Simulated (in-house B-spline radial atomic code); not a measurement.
Ionisation energies with and without relativity, with size and susceptibility from the Dirac run. Dirac energy differences include first-order Breit, QED and recoil terms. NIST's values go from ground level to ground level; the uncertainty of those that are theory runs from under 0.1 % in few-electron ions to several per cent in heavy many-electron ones. Computed with an all-electron radial atomic-structure program (B-spline basis): non-relativistic Hartree-Fock and Dirac-Hartree-Fock, averages of the configuration (point nuclei without relativity, finite nuclei with it).

Some pairs differ by more than the removed electron.

| ion | configuration | configuration after | ionisation non-relativistic (eV) | ionisation Dirac Breit and QED (eV) | tabulated value (eV) | tabulated kind | radius at density 0.001 (bohr) | diamagnetic susceptibility (10⁻⁶ cm³/mol) |
| --- | --- | --- | --- | --- | --- | --- | --- | --- |
| In+ | [Kr] 4d10 5s2 | [Kr] 4d10 5s1 | 16.284 | 17.019 | 18.87041 | measured | 4.074 | -32.729 |
| Sn+ | [Kr] 4d10 5s2 5p1 | [Kr] 4d10 5s2 | 13.627 | 13.645 | 14.63307 | measured | 4.279 | -36.374 |
| Sb+ | [Kr] 4d10 5s2 5p2 | [Kr] 4d10 5s2 5p1 | 15.374 | 15.401 | 16.626 | measured | 4.318 | -38.456 |
| Te+ | [Kr] 4d10 5s2 5p3 | [Kr] 4d10 5s2 5p2 | 17.148 | 17.187 | 18.6 | measured | 4.282 | -39.644 |
| I+ | [Kr] 4d10 5s2 5p4 | [Kr] 4d10 5s2 5p3 | 18.956 | 19.009 | 19.13126 | measured | 4.213 | -40.277 |
| Xe+ | [Kr] 4d10 5s2 5p5 | [Kr] 4d10 5s2 5p4 | ? | ? | ? | semi-empirical | ? | ? |
| Cs+ | [Kr] 4d10 5s2 5p6 | [Kr] 4d10 5s2 5p5 | 22.697 | 22.785 | 23.15745 | measured | 4.042 | -40.568 |
| Ba+ | [Xe] 6s1 | [Kr] 4d10 5s2 5p6 | ? | ? | ? | measured | ? | ? |
| La+ | [Xe] 5d2 | [Xe] 5d1 | 10.215 | 9.820 | 11.18496 | measured | 4.437 | -48.214 |
| Ce+ | [Xe] 4f1 5d2 | [Xe] 4f2 | 8.793 | 10.956 | 10.956 | semi-empirical | 4.399 | -47.289 |
| Pr+ | [Xe] 4f3 6s1 | [Xe] 4f3 | 9.445 | 9.844 | 10.631 | semi-empirical | 4.666 | -50.448 |
| Nd+ | [Xe] 4f4 6s1 | [Xe] 4f4 | ? | ? | ? | semi-empirical | ? | ? |
| Pm+ | [Xe] 4f5 6s1 | [Xe] 4f5 | 9.664 | 10.119 | 10.938 | semi-empirical | 4.61 | -48.402 |
| Sm+ | [Xe] 4f6 6s1 | [Xe] 4f6 | 9.768 | 10.252 | 11.078 | semi-empirical | 4.584 | -47.434 |
| Eu+ | [Xe] 4f7 6s1 | [Xe] 4f7 | 9.869 | 10.382 | 11.24 | semi-empirical | 4.558 | -46.501 |
| Gd+ | [Xe] 4f7 5d1 6s1 | [Xe] 4f7 5d1 | 10.443 | 11.089 | 12.076 | semi-empirical | 4.652 | -47.79 |

Q: Fill in the row of Xe+.

A: ionisation non-relativistic (eV): 20.805; ionisation Dirac Breit and QED (eV): 20.874; tabulated value (eV): 20.975; radius at density 0.001 (bohr): 4.13; diamagnetic susceptibility (10⁻⁶ cm³/mol): -40.546.

Q: Fill in the row of Ba+.

A: ionisation non-relativistic (eV): 9.061; ionisation Dirac Breit and QED (eV): 9.359; tabulated value (eV): 10.00383; radius at density 0.001 (bohr): 4.752; diamagnetic susceptibility (10⁻⁶ cm³/mol): -53.613.

Q: Fill in the row of Nd+.

A: ionisation non-relativistic (eV): 9.557; ionisation Dirac Breit and QED (eV): 9.984; tabulated value (eV): 10.783; radius at density 0.001 (bohr): 4.637; diamagnetic susceptibility (10⁻⁶ cm³/mol): -49.407.
